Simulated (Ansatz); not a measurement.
`O=C=N[Si](F)(F)F` + `CCB(F)F` → `CC[Si](F)(F)F` + `O=C=NB(F)F`  (redistribution)

Program: Ansatz. Geometries: PBE0-D4/def2-TZVP. ΔE: electronic, gas phase. CCSD(T)/CBS adds triple-zeta CCSD(T) − MP2 to the extrapolated MP2 energy (def2 sets, frozen cores). Functionals use def2-TZVPP. HSE06 is defined as in plane-wave codes. Each species was taken in one conformer, which may not be the lowest.

CCSD(T)/CBS gives +0.9 kcal/mol.

Another level gave +0.5 kcal/mol. Which?
A. HSE06/def2-TZVPP
B. MP2/def2-TZVPP
C. HF/def2-TZVPP
D. revPBE-D4/def2-TZVPP

B. MP2/def2-TZVPP 0.5, HSE06 -0.5, revPBE-D4 -2.2, HF/def2-TZVPP 2.8 kcal/mol.

Largest T1 diagnostic among the species: 0.016.

Leaving LDA and LC-ωPBE aside and taking each functional with its dispersion term where it has one, the values, not all of them listed here, spread over 3.1 kcal/mol, from revPBE-D4 to BHLYP-D4. From PBE to PBE0 (25 % exact exchange), in def2-TZVPP and without D4, ΔE moves by +1.2 kcal/mol.
